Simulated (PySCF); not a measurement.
## Stretching SiI

Set-up: Si def2-TZVPP, I def2-TZVPP with ECP28; scalar-relativistic core potentials (PySCF 2.14). Energies in eV from Si + I in their ground configurations at the same level. State: ²Π (doublet), unpaired electrons π ↑.

| R (Å) | PBE | UHF-CCSD(T) | UHF-MP2 |
| --- | --- | --- | --- |
| 2.108 | -2.429 |  | -2.275 |
| 2.206 | -3.011 | -2.646 | -2.832 |
| 2.304 | -3.331 | -2.958 | -3.124 |
| 2.377 | -3.449 | -3.067 | -3.218 |
| 2.451 | -3.489 | -3.096 | -3.235 |
| 2.525 | -3.471 | -3.067 | -3.193 |
| 2.623 | -3.381 | -2.962 | -3.073 |
| 2.745 | -3.197 | -2.760 | -2.854 |
| 2.892 | -2.919 | -2.460 | -2.535 |
| 3.088 | -2.510 |  | -2.068 |

Put a parabola through the three lowest points of the PBE curve and estimate Re, k and ωe (reduced mass 22.92 u; 1 eV/Å² = 0.16022 mdyn/Å; ωe = 1302.8·√(k/μ) cm⁻¹).

Through R = 2.377, 2.451, 2.525 Å the second-order coefficient is 5.30 eV/Å², so Re ≈ 2.465 Å, k ≈ 1.70 mdyn/Å and ωe ≈ 354 cm⁻¹. A polynomial fit of higher order to the unrounded PBE energies gives Re = 2.461 Å, k = 1.65 mdyn/Å, ωe = 350 cm⁻¹; anharmonicity and rounding make the difference.

The higher-order fit for each curve: PBE: Re = 2.461 Å, ωe = 350 cm⁻¹, De = 3.49 eV; UHF-CCSD(T): Re = 2.448 Å, ωe = 361 cm⁻¹, De = 3.10 eV; UHF-MP2: Re = 2.432 Å, ωe = 370 cm⁻¹, De = 3.24 eV.

Correlated steps freeze 9 core orbitals. Spin–orbit coupling is left out, which matters for elements this heavy, above all for dissociation energies. The state was picked by a PBE0 search and need not be the measured ground state.
